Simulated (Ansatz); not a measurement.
`[Cl][Zr]([Cl])([Cl])[Cl]` and `C#[C][Zr]([Cl])([Cl])[Cl]` differ in one atom or group.

Ansatz, PBE0-D4/def2-TZVP geometries, multiplicity 1. 

Elements past krypton have def2 core potentials.

| property | `[Cl][Zr]([Cl])([Cl])[Cl]` |
| --- | --- |
| HOMO–LUMO gap (PBE0/def2-TZVPP) / eV | 7.07 |
| HOMO–LUMO gap (ωB97M-V/def2-TZVPP) / eV | 11.38 |
| HOMO–LUMO gap (PBE/def2-TZVPP) / eV | 4.92 |
| LUMO energy (PBE/def2-TZVPP) / eV | -3.41 |
| HOMO energy (PBE/def2-TZVPP) / eV | -8.33 |
| LUMO energy (B3LYP/def2-TZVPP) / eV | -2.82 |

Question: What does the change do to each property? (Best estimate.)

Answer: The calculation gave: 
```json
{"property": "HOMO–LUMO gap (PBE0/def2-TZVPP) / eV", "`C#[C][Zr]([Cl])([Cl])[Cl]`": "6.00", "shift": "-1.07"}
{"property": "HOMO–LUMO gap (ωB97M-V/def2-TZVPP) / eV", "`C#[C][Zr]([Cl])([Cl])[Cl]`": "10.24", "shift": "-1.14"}
{"property": "HOMO–LUMO gap (PBE/def2-TZVPP) / eV", "`C#[C][Zr]([Cl])([Cl])[Cl]`": "4.04", "shift": "-0.88"}
{"property": "LUMO energy (PBE/def2-TZVPP) / eV", "`C#[C][Zr]([Cl])([Cl])[Cl]`": "-3.53", "shift": "-0.12"}
{"property": "HOMO energy (PBE/def2-TZVPP) / eV", "`C#[C][Zr]([Cl])([Cl])[Cl]`": "-7.57", "shift": "0.76"}
{"property": "LUMO energy (B3LYP/def2-TZVPP) / eV", "`C#[C][Zr]([Cl])([Cl])[Cl]`": "-2.95", "shift": "-0.13"}
```

With PBE0 the HOMO rises by 0.94 eV and the LUMO falls by 0.13 eV, so the gap narrows by about 1.07 eV. PBE moves the HOMO by 0.76 eV and ωB97M-V by 0.94 eV. The zero-point energy changes by 44.2 kJ/mol with +6 modes.

B3LYP here is the variant with VWN-RPA as its local correlation; programs differ in this.
